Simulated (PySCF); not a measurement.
Relaxation of triplet TcO₃⁻

Computed with PySCF, UPBE0, basis Tc def2-SVPD with ECP28, O def2-SVPD (scalar-relativistic core potentials, no spin–orbit coupling, density fitting). A (50,194) grid was used.

A start displaced from a saddle point along its imaginary mode, of Cs symmetry, held to at least that symmetry:

```xyz
4
charge -1 multiplicity 3, angstrom
Tc    0.0274   -0.0625    0.0000
O     1.7406    0.2473    0.0000
O    -0.8503    1.5078    0.0000
O    -1.0596   -1.3688    0.0000
```

Question: What forces act on the atoms at the start (eV/Å)?

Answer: 
```tsv
atom	Fx	Fy	Fz
Tc1	-0.22	3.47	0.00
O2	-0.49	-0.84	0.00
O3	0.75	-1.50	0.00
O4	-0.04	-1.13	0.00
```

Question: What does it relax to?

Answer: It ends at C2v with Tc–O 1.720 Å (×2), Tc–O 1.757 Å; O–Tc–O 115.1° (×2), O–Tc–O 129.7° (after a last refinement on a finer grid). The frequency run here used a shortcut that can spoil soft modes, so no verdict on minimum or saddle point is given. Other isomers or separated fragments may lie lower.

Question: How much energy is released, and in how many steps?

Answer: 16.3 kJ/mol in 4 steps.

Other spin states or occupations of the open shell can lie lower. At this level a singlet minimum of D3h symmetry lies 73 kJ/mol below this structure.

The relaxation took of the order of 50 core-seconds on a shared host.
